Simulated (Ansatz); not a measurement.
Name a neutral molecule of Br, C, Sn and H with HOMO–LUMO gap (ωB97M-V/def2-TZVPP) between 7.60 and 7.90 eV and ideal-gas entropy at 298 K and 1 bar (rigid rotor, harmonic PBE0-D4/def2-TZVP) between 320 and 336 J/(mol·K) (Ansatz, PBE0-D4/def2-TZVP geometry).

`[CH3][Sn][Br]` (7.65 eV, 334 J/(mol·K)). Other molecules can fit too; these were computed, each in one conformer that needn't be the lowest.
